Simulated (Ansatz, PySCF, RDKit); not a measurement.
Noncovalent pair: H2S (SMILES S) (first 3 atoms) with CH3I (SMILES CI); geometry from B3LYP-D3(BJ)/def2-TZVP, rigid monomers moved along the line of their centres of mass till H3···I5 is 4.25 Å.
(charge 0, multiplicity 1):
```xyz
8

S     -0.144    -0.466    -0.681
H     -0.549    -1.740    -0.806
H     -0.899    -0.276     0.416
C      0.976    -1.299     4.143
I     -1.094    -0.911     4.613
H      1.198    -2.304     4.481
H      1.077    -1.202     3.067
H      1.568    -0.561     4.672
```

Counterpoise-corrected where a basis set is named; no monomer relaxation. Rows marked so take none. RDKit's UFF carries no charges.

Frozen-core correlation. Filled d and f shells under p-block atoms count as core. CBS: X⁻³ extrapolation of the correlation energy, Hartree–Fock from the larger set. Rows in 3-21G carry no dispersion term and start afresh at each structure; the Pople sets are all-electron and without relativity.

Run with Ansatz (a first-principles code) with Gaussian orbitals; PySCF for 3-21G rows, the dispersion terms; RDKit for the force fields. Values without a source in brackets are computed. In def2 rows elements past Kr take small-core potentials, without spin–orbit coupling.

```
level                                interaction energy (kcal/mol)
-----------------------------------  -----------------------------
UFF                                                          -0.46
HF/3-21G (no counterpoise)                                   -0.65
HF/def2-TZVPPD                                               -0.54
PBE/def2-TZVPPD                                              -0.81
r2SCAN-D3(BJ)/def2-TZVPPD                                    -1.06
r2SCAN-D4/def2-TZVPPD                                        -1.01
B3LYP-D3(BJ)/def2-TZVPPD                                     -1.07
CCSD/def2-TZVPPD                                                 …
CCSD(T)/CBS(def2-SVPD, def2-TZVPPD)                          -0.98
```

Task: Some entries are withheld; supply them.

Result: 
- CCSD/def2-TZVPPD, interaction energy (kcal/mol): -0.89
